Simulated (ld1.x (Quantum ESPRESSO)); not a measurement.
**Which change was made? (Sr, TM)**

strontium, norm-conserving Troullier–Martins (Kleinman–Bylander form), made with ld1.x (Quantum ESPRESSO) 7.5 (PBE, scalar-relativistic). Core [Ar] 3d10 4s2, reference 4p6 4d0 5s1.75 5p0.25. Waves: 5s (bound): rc 2.75 bohr; 4d (bound, empty): rc 2.30 bohr; 4p (bound): rc 1.55 bohr. Local part: the p channel. Core correction: none.

Occupied shells without a wave of their own: 5p. They enter only through the test configuration that unscreens the potential.

Cutoffs, loose and tight: the cutoffs (Ry, on a coarse ladder) from which the occupation-weighted sum of valence levels, in a spherical-Bessel basis at the reference potential, stays within 10 and 1 mRy of its value at 400 Ry. They do not see the model core or the augmentation charge, which bear on the density cutoff. Test errors are all-electron minus pseudo excitation energies from the reference, over the configurations 4p6 4d0 5s2 5p0; 4p6 4d0 5s1 5p0; 4p6 4d0 5s0 5p0; 4p6 4d0.5 5s1.5 5p0; 4p6 4d0 5s1.5 5p0; 4p6 4d0 5s1 5p1; 4p6 4d0 5s0 5p2; variants that change the core or the reference have their own tests.

The base gives: outcome: generated; cutoff, loose: 40 Ry; cutoff, tight: 80 Ry; bound ghosts: s; largest test error (meV): +31.

Task: After one change the result is: outcome: generated; cutoff, loose: 140 Ry; cutoff, tight: over 300 Ry; bound ghosts: s; largest test error (meV): +33. Which change was it?
A. wave 4p (bound): rc 1.55 bohr becomes 4p (bound): rc 1.14 bohr
B. wave 4p (bound): rc 1.55 bohr becomes 4p (bound): rc 1.00 bohr
C. wave 4p (bound): rc 1.55 bohr becomes 4p (bound): rc 2.30 bohr
D. wave 4p (bound): rc 1.55 bohr becomes 4p (bound): rc 1.84 bohr

Result: B. The others give: wave 4p (bound): rc 1.55 bohr becomes 4p (bound): rc 1.84 bohr → outcome: generated; cutoff, loose: 30 Ry; cutoff, tight: 55 Ry; bound ghosts: s; largest test error (meV): +33 | wave 4p (bound): rc 1.55 bohr becomes 4p (bound): rc 1.14 bohr → outcome: generated; cutoff, loose: 90 Ry; cutoff, tight: 180 Ry; bound ghosts: s; largest test error (meV): +30 | wave 4p (bound): rc 1.55 bohr becomes 4p (bound): rc 2.30 bohr → outcome: generated; cutoff, loose: 15 Ry; cutoff, tight: 30 Ry; bound ghosts: s; largest test error (meV): +78.
